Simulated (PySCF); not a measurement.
B3LYP has the VWN-RPA correlation part, as in Gaussian. 

```xyz
17

C     -1.8267    -0.4802    -0.0504
Si     0.0000     0.0000     0.0000
C      0.8163    -0.7861     1.5118
C      0.8560    -0.6138    -1.5685
C      0.1543     1.8800     0.1072
H     -1.9489    -1.5742    -0.1132
H     -2.3540    -0.1345     0.8542
H     -2.3311    -0.0350    -0.9241
H      1.8857    -0.5232     1.5683
H      0.3369    -0.4460     2.4447
H      0.7421    -1.8857     1.4773
H      0.4003    -0.1711    -2.4697
H      1.9261    -0.3477    -1.5679
H      0.7825    -1.7103    -1.6588
H      1.2116     2.1913     0.1382
H     -0.3142     2.3679    -0.7637
H     -0.3371     2.2685     1.0146
```

Charge 0, multiplicity 1.

Task: Give the Mulliken and meta-Löwdin atomic charges from PySCF 2.14.0 with B3LYP-D3(BJ)/def2-TZVP // B3LYP-D3(BJ)/def2-SVP.

Result: 
```csv
atom,Mulliken (e),meta-Löwdin (e)
C1,-0.46,-0.59
Si2,0.48,0.98
C3,-0.46,-0.59
C4,-0.46,-0.59
C5,-0.46,-0.59
H6,0.11,0.12
H7,0.11,0.12
H8,0.11,0.12
H9,0.11,0.12
H10,0.11,0.12
H11,0.11,0.12
H12,0.11,0.12
H13,0.11,0.12
H14,0.11,0.12
H15,0.11,0.12
H16,0.11,0.12
H17,0.11,0.12
```
